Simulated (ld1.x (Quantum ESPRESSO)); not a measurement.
## Logarithmic derivatives: Zn, RRKJ

Zn, norm-conserving RRKJ (Kleinman–Bylander form), made with ld1.x (Quantum ESPRESSO) 7.5 (LDA (PZ), scalar-relativistic). Core [Ne], reference 3s2 3p6 3d10 4s2 4p0. Waves: 3p (bound): rc 0.60 bohr; 3d (bound): rc 0.85 bohr; 3s (bound): rc 0.80 bohr. Local part: the s channel. Core correction: a·sin(br)/r model core inside 0.30 bohr. rho0 = 0.001.

Occupied shells without a wave of their own: 4s. They enter only through the test configuration that unscreens the potential, and ld1.x also counts them in the model core charge.

The phase is arctan(r·u′/u) with u = r·R(r), unwrapped; energies in Ry, scanned from -11 to 5 Ry. A pole is an energy at which the radial function vanishes at the test radius. The pseudo phase is shifted by a multiple of π to meet the all-electron one at the reference energy, and phase errors are pseudo minus all-electron; the curves can meet again beyond the range given. Levels narrower than the energy grid can be missing from the lists of poles.

Problem. For each channel, where are the poles, and over which energies does the pseudopotential scatter like the atom?

Solution.

| channel | radius (bohr) | reference energy (Ry) | poles, all-electron | poles, pseudo | unbroken range about the reference energy with phases within 0.05 rad | phase error 1 Ry above the reference energy (rad) |
| --- | --- | --- | --- | --- | --- | --- |
| s | 0.94 | -9.45 | -4.11 | -4.22 | the whole range | -0.000 |
| p | 0.94 | -6.12 | -0.58 | -0.64 | the whole range | -0.000 |
| d | 0.94 | -0.77 | 4.28 | 4.36 | the whole range | +0.001 |

ld1.x takes every shell without a wave as core, so the model core holds the 4s electrons as well and exchange and correlation see them twice. This cancels in the reference configuration, but the file is broken for other ones, and its errors say nothing about a proper core correction.

Phases in the p channel:

```
E (Ry)  all-electron  pseudo
-11.00         0.862   0.858
-10.52         0.782   0.778
-10.04         0.681   0.676
 -9.56         0.548   0.544
 -9.08         0.376   0.371
 -8.60         0.156   0.151
 -8.12        -0.104  -0.107
 -7.64        -0.376  -0.378
 -7.16        -0.625  -0.626
 -6.68        -0.829  -0.829
 -6.20        -0.988  -0.988
 -5.72        -1.109  -1.109
 -5.24        -1.204  -1.204
 -4.76        -1.277  -1.278
 -4.28        -1.337  -1.337
 -3.80        -1.385  -1.386
 -3.32        -1.425  -1.426
 -2.84        -1.459  -1.461
 -2.36        -1.489  -1.490
 -1.88        -1.514  -1.516
 -1.40        -1.537  -1.539
 -0.92        -1.558  -1.560
 -0.44        -1.576  -1.578
  0.04        -1.593  -1.595
  0.52        -1.608  -1.611
  1.00        -1.622  -1.626
  1.48        -1.636  -1.640
  1.96        -1.649  -1.653
  2.44        -1.661  -1.665
  2.92        -1.672  -1.677
  3.40        -1.684  -1.689
  3.88        -1.695  -1.701
  4.36        -1.705  -1.712
  4.84        -1.716  -1.723
```
